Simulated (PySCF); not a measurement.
**Dipole response of Ni⁺ (nickel, charge +1)**

[Ar] 3d9, 2D determinant. Computed with PySCF 2.14 in x2c-QZVPPall with one added diffuse shell each of s, p, d, f, g type (12s8p7d5f3g, 133 functions), with the spin-free X2C one-electron Hamiltonian (Gaussian nucleus). Coupled (time-dependent) response in atomic units; α is the mean over directions.

```tsv
method	mean α (bohr³)	α xx, yy, zz	C₆ (like pair)	S(−4)
PBEsol	9.932	9.207, 9.207, 11.38	35.05	97.31
```

S(−4) is the Cauchy moment in α(ω) = α(0) + S(−4) ω² + …

α(iu) at PBEsol:

| u (hartree) | α(iu) (bohr³) |
| --- | --- |
| 0 | 9.932 |
| 0.0500 | 9.698 |
| 0.100 | 9.089 |
| 0.200 | 7.497 |
| 0.300 | 6.124 |
| 0.500 | 4.378 |
| 0.750 | 3.195 |
| 1.00 | 2.488 |
| 1.50 | 1.677 |
| 2.00 | 1.230 |
| 3.00 | 0.7594 |
| 5.00 | 0.3802 |

For an ion, C₆ is the dispersion term alone; charge-induced terms of lower order in 1/R come first.

The components differ because the open shell of this determinant is not spherical; for a pure term their mean is the scalar polarisability.

⟨S²⟩ = 0.83 against 0.75 shows spin contamination.
